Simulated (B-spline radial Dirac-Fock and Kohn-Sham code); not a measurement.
Energy-loss ionisation edge N1 (4s) of Nb

System: the Nb atom, [Kr] 4d4 5s1. Calculated with a radial atomic solver, using the first Born approximation with generalised oscillator strengths from a Dirac-Hartree-Slater potential (longitudinal and transverse terms; continuum final states only, so no white lines or fine structure). The edge is taken at 62.67 eV (orbital energy of the model).

Partial cross sections σ(β, Δ) in barn, integrated over a window Δ above the edge and up to the collection semi-angle β, for parallel illumination:

```
E₀ (kV)  β (mrad)  Δ = 25 eV  Δ = 50 eV  Δ = 100 eV  Δ = 200 eV  Δ = 300 eV
     60         5       3090       5170        7400        8870        9270
     80        20       7890      11900       15600       18600       19600
     80        50      13500      22600       31200       37300       39300
     80       100          ?          ?           ?           ?           ?
    100         5       2580       4330        6290        7670        8090
    100        10       3870       6180        8780       10800       11400
    100        50      11500      19300       26900       32700       34700
    120         5       2440       4080        5940        7270        7690
    120        10       3720       5890        8320       10200       10800
    120        50      10100      17000       23800       29200       31300
    200        50       7340      12400       17400       21500       23400
    300         5       2070       3380        4890        6070        6470
    300        20       5850       9700       13200       15600       16400
    300        50       5970      10100       14200       17600       19100
```

Q: Give the row for 80 kV and 100 mrad.

A: 13600 b for 25 eV, 22800 b for 50 eV, 32000 b for 100 eV, 39500 b for 200 eV, 42900 b for 300 eV.
